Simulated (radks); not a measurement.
Q: The table gives one normalised radial function P(r) = r R(r) of Tl72+ in [He] 2s2 2p5 (r in bohr). Calculated with a radial shooting solver on a logarithmic mesh with Libxc functionals: scalar-relativistic Kohn-Sham, LB94 model potential, spin-polarised, spherical densities, finite nucleus; open shells are filled with parallel spins first (spin-orbit coupling, left out, can overturn this in heavy ions); Fermi nuclear charge, rms radius 5.4759 fm.

r	P
0.0006217	0.3147
0.0007715	0.3696
0.0009499	0.4300
0.001179	0.5009
0.001463	0.5802
0.001802	0.6638
0.002236	0.7567
0.002775	0.8527
0.003417	0.9435
0.00424	1.0282
0.005263	1.0922
0.006479	1.1197
0.008042	1.0939
0.009981	0.9900
0.01229	0.7942
0.01525	0.4737
0.01893	0.0308
0.0233	-0.4881
0.02892	-1.0565
0.0359	-1.5342
0.0442	-1.7518
0.05485	-1.5561
0.06808	-0.8302
0.08382	0.3024
0.104	1.6245
0.1291	2.6144
0.159	2.8647
0.1973	2.3479
0.2448	1.4250
0.3015	0.6416
0.3741	0.1903
0.4643	0.0351

Which n and l does it have? It may be an empty orbital.

A: n = 3, l = 0: the number of nodes gives n - l - 1 = 2, the rise at small r (about r^(l+1), flatter next to the nucleus through relativity) gives l, and the extent must fit the shell. The curve is that of 3s up; the table hardly tells the two spins apart. 3s up (empty): eigenvalue -9282.8 eV, 2 radial nodes at r = 0.0192, 0.0797 bohr, <r> = 0.160 bohr, 90 % of the charge inside 0.233 bohr.
